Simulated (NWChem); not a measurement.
System meant: CH$_{6}$GeOSi; SMILES [SiH3][C](=O)[GeH3]

Here is an NWChem input.

```
start job
memory heap 200 mb stack 900 mb global 1100 mb
geometry units angstroms noautoz
  O     -1.657087    -0.725928    -0.654967
  C     -0.523524    -0.598004    -0.259707
  Si     0.596431    -2.133221     0.155888
  Ge     0.183950     1.290350    -0.040338
  H      1.820391    -2.050154    -0.699170
  H      1.011053    -2.020741     1.588211
  H     -0.138802    -3.406508    -0.087766
  H      1.636498     1.297204     0.476481
  H     -0.731302     2.022525     0.954603
  H      0.111607     1.981230    -1.411949
end
basis spherical
  * library def2-svp
end
dft
  xc xpbe96 cpbe96
  iterations 4
  mulliken
end
task dft energy
```

End of the output:

```
    Atom       Charge   Shell Charges
 -----------   ------   -------------------------------------------------------
    1 O    8     8.09   1.97  0.94  0.64  2.68  1.83  0.03
    2 C    6     6.17   1.97  0.69  0.40  1.78  1.19  0.16
    3 Si  14    13.62   2.00  1.93  0.70  0.35  5.81  1.35  1.25  0.22
    4 Ge  32    31.77   2.00  2.00  1.94  0.78  0.35  5.99  5.82  1.47  1.20  7.77  2.05  0.40
    5 H    1     1.07   0.63  0.42  0.02
    6 H    1     1.07   0.63  0.42  0.02
    7 H    1     1.07   0.63  0.41  0.03
    8 H    1     1.05   0.60  0.42  0.03
    9 H    1     1.04   0.60  0.41  0.03
   10 H    1     1.04   0.60  0.41  0.03

 center of mass
 --------------
 x =  -0.02878419 y =  -0.20901156 z =  -0.00000611

 moments of inertia (a.u.)
 ------------------
        1062.572582565021           0.000000000000          -0.000000000000
           0.000000000000         289.061403380073          -0.000000000000
          -0.000000000000          -0.000000000000        1307.723337247671

     Multipole analysis of the density
     ---------------------------------

     L   x y z        total         alpha         beta         nuclear
     -   - - -        -----         -----         ----         -------
     0   0 0 0     -0.000000    -33.000000    -33.000000     66.000000

     1   1 0 0      0.680860      0.340430      0.340430     -0.000000
     1   0 1 0     -0.003311     -0.001655     -0.001655     -0.000000
     1   0 0 1     -0.000054     -0.000027     -0.000027     -0.000000

     2   2 0 0    -36.936050    -91.745631    -91.745631    146.555212
     2   1 1 0      1.294551     -5.641573     -5.641573     12.577697
     2   1 0 1      0.000648      0.000305      0.000305      0.000038
     2   0 2 0    -32.643610   -289.520004   -289.520004    546.396398
     2   0 1 1     -0.000319      0.001272      0.001272     -0.002863
     2   0 0 2    -33.128084    -27.456471    -27.456471     21.784858

 ------------------------------------------------------------------------
 dft energy failed                                                                                  0
 ------------------------------------------------------------------------
 ------------------------------------------------------------------------
  current input line :
    23: task dft energy
 ------------------------------------------------------------------------
 ------------------------------------------------------------------------
 This type of error is most commonly associated with calculations not reaching convergence criteria
 ------------------------------------------------------------------------
 For more information see the NWChem manual at https://nwchemgit.github.io

0:dft energy failed:Received an Error in Communication
```

Task: Can this run be used? If not, why, and what is the fix?

Result: Convergence was not reached. Cause: the SCF was allowed too few iterations. This input runs:
```
start job
memory heap 200 mb stack 900 mb global 1100 mb
geometry units angstroms noautoz
  O     -1.657087    -0.725928    -0.654967
  C     -0.523524    -0.598004    -0.259707
  Si     0.596431    -2.133221     0.155888
  Ge     0.183950     1.290350    -0.040338
  H      1.820391    -2.050154    -0.699170
  H      1.011053    -2.020741     1.588211
  H     -0.138802    -3.406508    -0.087766
  H      1.636498     1.297204     0.476481
  H     -0.731302     2.022525     0.954603
  H      0.111607     1.981230    -1.411949
end
basis spherical
  * library def2-svp
end
dft
  xc xpbe96 cpbe96
  iterations 150
  mulliken
end
task dft energy
```
It converges to -2482.33943 Ha (PBE/def2-SVP).
